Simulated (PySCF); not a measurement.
## Polarisability and C₆ of Fe(2+) (iron, charge +2)

[Ar] 3d6, high-spin 5D determinant. Computed with PySCF 2.14 in aug-cc-pVDZ, with no relativity, point nucleus. Coupled (time-dependent) response in atomic units; α is the mean over directions. A double-zeta set is small for polarisabilities.

```
method  mean α (bohr³)         α xx, yy, zz  C₆ (like pair)  S(−4)
   UHF           3.103  3.292, 3.292, 2.725           8.726  4.597
   PBE           3.872  4.127, 4.127, 3.361           10.90  9.525
  PBE0           3.596  3.830, 3.830, 3.127           10.11  7.538
 B97-3           3.620  3.865, 3.865, 3.129           10.20  7.484
```

S(−4) is the Cauchy moment in α(ω) = α(0) + S(−4) ω² + …

α(iu) at PBE0:

| u (hartree) | α(iu) (bohr³) |
| --- | --- |
| 0 | 3.596 |
| 0.0500 | 3.577 |
| 0.100 | 3.523 |
| 0.200 | 3.336 |
| 0.300 | 3.095 |
| 0.500 | 2.616 |
| 0.750 | 2.140 |
| 1.00 | 1.785 |
| 1.50 | 1.301 |
| 2.00 | 0.9920 |
| 3.00 | 0.6342 |
| 5.00 | 0.3203 |

A single London oscillator, α(iu) = α/(1 + u²/ω²), gives C₆ = (3/4) ω α². Matching the computed C₆ needs ω = 4 × 10.11 / (3 × 3.596²) = 1.04 hartree.

For an ion, C₆ is the dispersion term alone; charge-induced terms of lower order in 1/R come first.

The components differ because the open shell of this determinant is not spherical; for a pure term their mean is the scalar polarisability.
